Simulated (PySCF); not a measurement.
SMILES c1ccc(CCC(O)=O)cc1, GFN2-xTB optimised geometry.

```
21

O      2.61     3.54    -0.65
C      2.27     2.86    -1.57
O      2.51     3.20    -2.85
C      1.54     1.54    -1.49
C      1.31     1.10    -0.04
C      0.56    -0.20     0.00
C      1.24    -1.41     0.00
C      0.54    -2.61     0.00
C     -0.84    -2.61     0.00
C     -1.53    -1.40     0.00
C     -0.83    -0.21     0.00
H      2.98     4.05    -2.89
H      0.58     1.65    -2.01
H      2.11     0.79    -2.04
H      0.75     1.88     0.48
H      2.28     1.00     0.45
H      2.32    -1.41     0.00
H      1.08    -3.54     0.00
H     -1.38    -3.54     0.00
H     -2.61    -1.40     0.00
H     -1.37     0.73     0.00
```

Density from CAM-B3LYP/def2-SVP (PySCF) at that geometry.

Minimum of the electron density along straight lines between bonded atoms, close to the bond critical point (lines longer than 1.1 times the sum of covalent radii, or with two minima, are not listed):

| bond | length / Å | ρ at the minimum / e bohr⁻³ | ∇²ρ there / e bohr⁻⁵ | position (fraction from the first atom) |
|---|---|---|---|---|
| O1–C2 | 1.200 | 0.424 | 0.32 | 0.67 |
| C2–O3 | 1.342 | 0.303 | -0.38 | 0.33 |
| C2–C4 | 1.506 | 0.262 | -0.66 | 0.53 |
| C4–C5 | 1.531 | 0.242 | -0.55 | 0.51 |
| C5–C6 | 1.502 | 0.258 | -0.62 | 0.49 |
| C6–C7 | 1.389 | 0.313 | -0.81 | 0.50 |
| C7–C8 | 1.384 | 0.315 | -0.82 | 0.50 |
| C8–C9 | 1.384 | 0.315 | -0.82 | 0.50 |
| C9–C10 | 1.384 | 0.315 | -0.82 | 0.50 |
| C6–C11 | 1.389 | 0.313 | -0.81 | 0.50 |
| C10–C11 | 1.384 | 0.315 | -0.82 | 0.50 |
| O3–H12 | 0.970 | 0.345 | -2.32 | 0.82 |
| C4–H13 | 1.093 | 0.275 | -1.02 | 0.63 |
| C4–H14 | 1.092 | 0.276 | -1.02 | 0.63 |
| C5–H15 | 1.091 | 0.279 | -1.04 | 0.63 |
| C5–H16 | 1.091 | 0.278 | -1.03 | 0.63 |
| C7–H17 | 1.081 | 0.283 | -1.08 | 0.63 |
| C8–H18 | 1.080 | 0.284 | -1.09 | 0.63 |
| C9–H19 | 1.080 | 0.284 | -1.09 | 0.63 |
| C10–H20 | 1.080 | 0.284 | -1.09 | 0.63 |
| C11–H21 | 1.081 | 0.283 | -1.08 | 0.63 |
